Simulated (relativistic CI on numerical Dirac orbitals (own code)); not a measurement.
Computed by Dirac-Coulomb-Breit CI, KLI orbitals optimised for each configuration, model QED (radiative potential, 1s self-energy scaled to tabulated hydrogen-like ionisation energies), unscaled Slater integrals (own radial code, finite nucleus).

Configuration list (outside the closed core 1s2): 2s2.2p6, 2s2.2p5.3s, 2s2.2p5.3p, 2s2.2p5.3d, 2s.2p6.3s, 2s.2p6.3p, 2s.2p6.3d, 2s2.2p5.4s, 2s2.2p5.4p, 2s2.2p5.4d, 2s2.2p5.4f, 2s.2p6.4s, 2s2.2p4.3s2, 2s2.2p5.5s, 2s2.2p5.5p, 2s.2p6.4p, 2s2.2p5.5d, 2s2.2p5.5f, 2s2.2p5.5g, 2s.2p6.4d, 2s2.2p4.3s.3p, 2s.2p6.4f, 2s2.2p4.3p2, 2s2.2p4.3s.3d, 2s2.2p4.3p.3d, 2s.2p5.3s2, 2s.2p5.3s.3p, 2s2.2p4.3d2, 2s.2p6.5s, 2s.2p6.5p, 2s.2p6.5d, 2s.2p6.5f, 2s.2p6.5g, 2s.2p5.3p2, 2s.2p5.3s.3d, 2s.2p5.3p.3d. Levels of other configurations are missing.

At this charge energies of transitions that change n are usually good to better than 1 %, and those within a shell (Δn = 0) to a few per cent.

Outline of the computed level scheme of Cu XX. Lowest level of each configuration: 2s2.2p6 1S_0 at 0.00 eV; 2s2.2p5.3s 3P°_2 at 963.16 eV; 2s2.2p5.3p 3S_1 at 999.57 eV; 2s2.2p5.3d 3P°_0 at 1054.50 eV; 2s.2p6.3s 3S_1 at 1125.60 eV; 2s.2p6.3p 3P°_0 at 1164.56 eV; 2s.2p6.3d 3D_1 at 1218.72 eV; 2s2.2p5.4s 3P°_2 at 1300.82 eV; 2s2.2p5.4p 3S_1 at 1315.96 eV.

Some strong electric-dipole decays among the lowest 45 levels: 2s2.2p5.3d 1P°_1 → 2s2.2p6 1S_0 (4.0e+13 s⁻¹); 2s2.2p5.3d 3D°_1 → 2s2.2p6 1S_0 (1.5e+13 s⁻¹); 2s.2p6.3p 1P°_1 → 2s2.2p6 1S_0 (6.1e+12 s⁻¹); 2s2.2p5.3s 1P°_1 → 2s2.2p6 1S_0 (1.8e+12 s⁻¹); 2s2.2p5.3s 3P°_1 → 2s2.2p6 1S_0 (1.4e+12 s⁻¹); 2s.2p6.3p 3P°_1 → 2s2.2p6 1S_0 (1.1e+12 s⁻¹); 2s2.2p5.4s 1P°_1 → 2s2.2p6 1S_0 (6.4e+11 s⁻¹); 2s2.2p5.4p 3S_1 → 2s2.2p5.3s 3P°_2 (4.8e+11 s⁻¹).

LS names give the leading component of a level, which can be under half, so a name can repeat, a term be missing and a line seem to break the LS rules.
